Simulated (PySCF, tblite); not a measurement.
Isomers of C5H12FPSi. Computed values, GFN2-xTB/tblite, gas phase, harmonic and unscaled. The method is semi-empirical: single wavenumbers can be off by several per cent or more. Modes of hydrogen on silicon can be 10 to 20 % off. One conformer each.

Electronic energies: PBE0-D3(BJ)/def2-SVP at its own geometries (PySCF, gas phase).

| SMILES | electronic energy, lowest = 0 (kcal/mol) |
| --- | --- |
| CP1CC[SiH](F)CC1 | 0.0 |
| FC1CCP([SiH3])CC1 | 44.0 |
| CC(C)/C(F)=P\C[SiH3] | 73.8 |

How do GFN2-xTB zero-point energies change the relative energies?

```
              SMILES  ZPE (kcal/mol)  of it from modes above 1550 cm⁻¹  electronic (kcal/mol)  with ZPE, lowest = 0 (kcal/mol)  lowest mode (cm⁻¹)  rings
    CP1CC[SiH](F)CC1            99.6                              49.8                    0.0                              0.0                  60      1
   FC1CCP([SiH3])CC1            97.8                              47.6                   44.0                             42.2                  43      1
CC(C)/C(F)=P\C[SiH3]            95.9                              48.5                   73.8                             70.1                  45      0
```

The zero-point energies span 3.7 kcal/mol, from `CC(C)/C(F)=P\C[SiH3]` to `CP1CC[SiH](F)CC1`. The order is unchanged.

And how do the electronic energies of GFN2-xTB itself compare?

`CP1CC[SiH](F)CC1` 0.0; `FC1CCP([SiH3])CC1` 25.0; `CC(C)/C(F)=P\C[SiH3]` 57.7 kcal/mol, lowest = 0. Against the energies above, taken from the same isomer `CP1CC[SiH](F)CC1`, the largest difference is 19.0 kcal/mol. The two levels were optimised apart and needn't hold the same conformer.

What do entropy and thermal enthalpy add at 298.15 K and 1 bar (rigid rotor, harmonic oscillator, one conformer each)?

| SMILES | point group | symmetry number | S (cal/(mol K)) | H − H(0) (kcal/mol) | ZPE + H − H(0) − TS (kcal/mol) |
| --- | --- | --- | --- | --- | --- |
| CP1CC[SiH](F)CC1 | Cs | 1 | 98.2 | 7.07 | 77.4 |
| FC1CCP([SiH3])CC1 | Cs | 1 | 98.2 | 6.90 | 75.4 |
| CC(C)/C(F)=P\C[SiH3] | C1 | 1 | 107.6 | 8.05 | 71.9 |
